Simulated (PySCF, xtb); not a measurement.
Be(Br)(SiH3) (BeBrH₃Si), SMILES [Be]([Br])[SiH3].

GFN2-xTB in xtb at its own geometry gives an orbital gap of 3.74 eV and a dipole moment of 1.21 D.

The structure is a stationary point at ωB97X-D3(BJ)/def2-TZVP.

Question: What does B3LYP/def2-TZVPD (PySCF) give? (An estimate is asked for; the answer gives what the named calculation found.)

Answer: gap 6.55 eV (levels -8.05 and -1.50 eV), dipole 0.11 D.
